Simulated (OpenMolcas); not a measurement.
## Au2+: moving or changing the point charges

Au2+ among 4 point charges of -2 e arranged as a tetrahedron (Td), 1.78 Å from the ion.
```
   1.0277    1.0277    1.0277  -2.00
   1.0277   -1.0277   -1.0277  -2.00
  -1.0277    1.0277   -1.0277  -2.00
  -1.0277   -1.0277    1.0277  -2.00
```

```yaml
Program: OpenMolcas
Method: CASSCF
Basis: ANO-RCC-VDZP [7s6p4d2f]
Scalar_Hamiltonian: DKH2, point nucleus
Active_space: 9 electrons in 5 orbitals (5d)
State_averaging: 2S+1 = 2 even, 5 roots
Spin-orbit_coupling: state interaction with AMFI integrals over the reference wave functions
```

Runs around this geometry, states (labels of Td). Energies in cm-1 above the lowest state or level, χT in cm3 K/mol; under a threefold ground state the first gap can be a small split of the lowest multiplet, not the spin-orbit step; 10Dq is the gap between the two states; 10Dq is negative for this site.

```
R (Å)  q (e)  Ground state  First state of that spin   10Dq  First gap with spin-orbit (degeneracies)  χT at 300 K
 1.78   -1.3           2T2                   2E 3887  -3887                               1938 (2, 4)        0.626
 1.78     -2           2T2                   2E 4373  -4373                               1822 (2, 4)        0.613
 1.93     -2           2T2                   2E 3580  -3580                               1715 (2, 4)        0.651
```

Taking |10Dq| as R^-n, n = -ln(3580 / 4373) / ln(1.93 / 1.78) = 2.5 between the shortest and longest distance. The point-charge formula for a cubic d site gives n = 5.

Scaling the charges by -1.3 / -2 = 0.65 scales |10Dq| by 3887 / 4373 = 0.89; with fixed orbitals a first-order splitting would follow the charge.

An orbital triplet at a regular site is open to Jahn-Teller coupling, which can distort the site and quench the lowest spin-orbit gaps and is left out. The ground term spreads over less than 5000 cm-1, several times less than with real ligands, so orbital moments are less quenched and χT lies further from the spin-only value than at real sites. Point charges carry no covalency, so the field is a model and not that of real ligands. No measured value stands beside these numbers.
